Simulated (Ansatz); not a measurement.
Stepwise reaction of `COB(S)S` with methanol, as a gas-phase model of exchange steps in deposition or etching. ΔE in kJ/mol.

Computed with Ansatz on PBE0-D4/def2-TZVP structures; ΔE is electronic, products minus reactants. CCSD(T)/CBS is the MP2 limit (def2-TZVPP, def2-QZVPP) plus CCSD(T) − MP2 in def2-TZVPP, frozen cores. This one scheme is used for every species. Functionals use def2-TZVPP. B3LYP here is the variant with VWN-RPA as its local correlation; programs differ in this. Each species was taken in one conformer, which may not be the lowest.

```
step                                reaction  PBE-D4  B3LYP-D4  ωB97M-V  CCSD(T)/CBS
   1    `COB(S)S` + CH₃OH → `COB(S)OC` + H₂S   -52.9     -65.4    -66.2        -62.5
   2  `COB(S)OC` + CH₃OH → `COB(OC)OC` + H₂S   -52.8     -66.1    -65.9        -63.3
```

By hand: ΔE of the 2 steps together at CCSD(T)/CBS.

(-62.5) + (-63.3) = -125.8 kJ/mol, or -62.9 kJ/mol a step.

In ΔE the steps differ by no more than 0.8 kJ/mol. All are downhill at CCSD(T)/CBS. PBE-D4 differs from CCSD(T)/CBS by 9.6 to 10.5 kJ/mol a step. Only this route is followed, and other bonds may react first. Isolated molecules leave out the surface, adducts and barriers. Largest T1 diagnostic: 0.013.
